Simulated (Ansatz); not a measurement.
Ideal-gas functions of Cl2FH2Si2, SMILES `F[SiH](Cl)[SiH]Cl` radical at 600 K and 1 bar, from an Ansatz frequency run at PBE0-D4/def2-TZVP.

Molar mass 148.09 g/mol, point group C1 (symmetry number 1), electronic degeneracy 2, moments of inertia 123.828, 572.22, 661.661 u Å². Harmonic wavenumbers (cm⁻¹, unscaled): 35, 71, 145, 194, 256, 426, 485, 549, 567, 724, 768, 810, 903, 2206, 2244.

Use S(trans) = R[1.5 ln M + 2.5 ln T − 1.1517]; rotational temperatures θ = 24.2544 K / I; S(rot) = R[ln(√π/σ · √(T³/θAθBθC)) + 1.5]; for each mode x = 1.438777 ν̃/T, S = R[x/(eˣ − 1) − ln(1 − e⁻ˣ)] and H = RT x/(eˣ − 1); 1 cm⁻¹ = 0.0119627 kJ/mol; R = 8.31446 J/(mol·K).

Problem. By hand: the entropy, in J/(mol·K).

Solution. Translation 185.7. Rotation: θ = 0.1959, 0.0424, 0.0367 K, giving 130.7. Vibration, mode by mode: 28.92, 23.04, 17.14, 14.75, 12.50, 8.49, 7.51, 6.60, 6.37, 4.70, 4.32, 3.99, 3.35, 0.26, 0.25, in all 142.2. Electronic 5.8. Sum 464.4 J/(mol·K).

Problem. By hand: H − E and G − E in kJ/mol, counted from the electronic energy.

Solution. Zero-point energy ½ × 10383 × 0.0119627 = 62.1; thermal vibration 38.2; translation, rotation and pV give 4 RT = 20.0. H − E = 120.3 kJ/mol, and G − E = 120.3 − 600 × 464.4/1000 = -158.3 kJ/mol.

Vibration gives 31 % of the entropy, 69.1 J/(mol·K) of it from the modes under 150 cm⁻¹: soft modes count most, and the harmonic formula is weakest for them. The sum counts one conformer and one mirror image; others add a mixing term.
